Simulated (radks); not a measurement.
Q: These are the eigenvalues of the occupied orbitals of an atom or ion with whole-number occupations (hartree). Calculated with a radial shooting solver on a logarithmic mesh with Libxc functionals: Dirac Kohn-Sham, LDA (Slater exchange, Perdew-Wang correlation), spin-unpolarised, spherical densities, point nucleus.

| orbital | eigenvalue |
|---|---|
| 1s1/2 | -2552.716 |
| 2s1/2 | -443.9944 |
| 2p1/2 | -424.8912 |
| 2p3/2 | -375.2229 |
| 3s1/2 | -105.5725 |
| 3p1/2 | -97.05178 |
| 3p3/2 | -86.31144 |
| 3d3/2 | -71.92696 |
| 3d5/2 | -69.58867 |
| 4s1/2 | -25.19861 |
| 4p1/2 | -21.66540 |
| 4p3/2 | -19.16786 |
| 4d3/2 | -13.35423 |
| 4d5/2 | -12.89344 |
| 5s1/2 | -7.06351 |
| 5p1/2 | -5.94235 |
| 4f5/2 | -5.58646 |
| 5p3/2 | -5.50467 |
| 4f7/2 | -5.50190 |

Which element is it, and in what charge state? The configuration may be excited. Open shells, if any, fill j = l - 1/2 first.

A: Z = 74, tungsten, charge +8: W8+ in [Kr] 4d10 4f14 5s2 5p4. The list shows which subshells hold electrons but not how many an open one holds; the 1s level, -2552.7 hartree, gives Z - s = 71.5 by -(Z - s)^2/2, which with screening and relativity narrows Z to a few neighbours, and the depths of the outer levels then fix element, charge and occupations together.
